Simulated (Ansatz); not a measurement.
Coupled-cluster diagnostics for the cluster Mg₄⁺ (the lowest doublet isomer of a short search), Ansatz.

Geometry of the doublet (PBE0/def2-TZVP):

Cartesian coordinates in Å:
```
Mg -1.203 -0.458 1.510
Mg 1.358 1.058 0.987
Mg -0.203 1.166 -1.593
Mg 0.048 -1.766 -0.904
```

Correlated methods freeze 4 core orbitals; core or outer-core shells of Mg are correlated, in sets that lack core-valence functions. The structure comes from a short search, and lower isomers may exist.

Geometry of the charge 1 quartet (PBE0/def2-TZVP):

Cartesian coordinates in Å:
```
Mg 0.9339 0.8268 0.6065
Mg -0.7549 -0.9492 2.4561
Mg -0.9265 -0.8345 -0.6073
Mg 0.7474 0.9569 -2.4553
```

Problem. Estimate the CCSD(T) correlation energy, the shares of MP2 and (T), T1 and the reference's ⟨S²⟩ for: charge 1, doublet, own geometry in def2-TZVPP; charge 1, quartet, own geometry in def2-TZVPP; and the rough time on 4 threads of Arm Neoverse V1 on a shared host.

Solution. 
```csv
state,basis,correlation (eV),MP2 share (%),(T) share (%),T1,⟨S²⟩ (pure),wall time,remarks
"charge 1, doublet, own geometry",def2-TZVPP,-22.043,92.7,2.0,0.026,1.01 (0.75),1.7 min,spin-contaminated (⟨S²⟩ 1.01)
"charge 1, quartet, own geometry",def2-TZVPP,-21.500,92.5,1.9,0.025,3.98 (3.75),99 s,spin-contaminated (⟨S²⟩ 3.98)
```
Customary marks for T1 are 0.02 (closed shells), 0.045 (open shells) and about 0.05 (3d metals). T1 exceeds 0.02 in 2 of 2 rows and 0.045 in 0; the higher it lies, the less the single-reference result can be trusted.
